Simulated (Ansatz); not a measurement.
Consider the hydrogenolysis of the Si–B bond: `B[SiH](O)F` + H₂ → `O[SiH2]F` + BH₃.

Gas-phase electronic energies from Ansatz, PBE0-D4/def2-TZVP geometries. CBS: MP2 limit from def2 TZ/QZ plus the TZ coupled-cluster correction, frozen cores. This one scheme is used for every species. DFT in def2-TZVPP. B3LYP here is the variant with VWN-RPA as its local correlation; programs differ in this. One conformer a species, not always the lowest.

CCSD(T)/CBS gives -0.48 eV.

Question: Another level gave -0.76 eV. Which?
A. revPBE/def2-TZVPP
B. B3LYP/def2-TZVPP
C. HF/def2-TZVPP
D. r2SCANh/def2-TZVPP

Answer: C. HF/def2-TZVPP -0.76, B3LYP -0.53, r2SCANh -0.45, revPBE -0.38 eV.

Largest T1 diagnostic among the species: 0.012.

From BLYP to BHLYP (50 % exact exchange), in def2-TZVPP and without D4, ΔE moves by −0.13 eV. At CCSD(T), def2-SVP lies −0.07 eV from the extrapolated value and def2-TZVPP −0.02 eV. In def2-TZVPP, CCSD(T) changes the Hartree–Fock value by +0.25 eV (the triples alone add +0.04 eV) and MP2 by +0.23 eV.
